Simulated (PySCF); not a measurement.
TeFCl, SMILES [Te](F)Cl.

Geometry: B3LYP-D3(BJ)/def2-TZVP. The def2 effective core potentials stand for the cores of Te; spin–orbit coupling is left out.

The numbers are results of PySCF with TDA-PBE0/def2-SVPD, not measurements.

Vertical excitations. Isolated molecule, no solvent. State labels are in the subgroup Cs.

**Question.** Give excitation energies, oscillator strengths and character. (Estimate from the structure and the level; the computed values follow.)

**Answer.** 
```
state  symmetry  energy (eV)  λ (nm)      f                            main pairs
-----  --------  -----------  ------  -----  ------------------------------------
S1           A"         2.34     530  0.001                        HOMO→LUMO 99 %
S2           A"         2.83     438  0.000                      HOMO→LUMO+1 98 %
S3           A'         5.51     225  0.006  HOMO−1→LUMO 82 %, HOMO−1→LUMO+1 14 %
S4           A"         5.67     219  0.001                      HOMO−2→LUMO 93 %
S5           A"         6.00     207  0.081  HOMO→LUMO+2 72 %, HOMO−2→LUMO+1 23 %
S6           A'         6.04     205  0.002  HOMO−1→LUMO+1 75 %, HOMO−3→LUMO 13 %
S7           A"         6.04     205  0.037  HOMO−2→LUMO+1 70 %, HOMO→LUMO+2 26 %
S8           A'         6.63     187  0.015  HOMO−3→LUMO+1 52 %, HOMO−3→LUMO 35 %
S9           A"         6.72     185  0.006                      HOMO→LUMO+3 98 %
S10          A'         6.87     180  0.074                      HOMO→LUMO+4 99 %
T1           A"         1.58     783      0                        HOMO→LUMO 97 %
T2           A"         1.91     649      0                      HOMO→LUMO+1 96 %
T3           A'         4.89     254      0  HOMO−1→LUMO 78 %, HOMO−1→LUMO+1 18 %
T4           A"         5.12     242      0  HOMO−2→LUMO 74 %, HOMO−2→LUMO+1 24 %
```
Triplets are in the Tamm–Dancoff approximation.
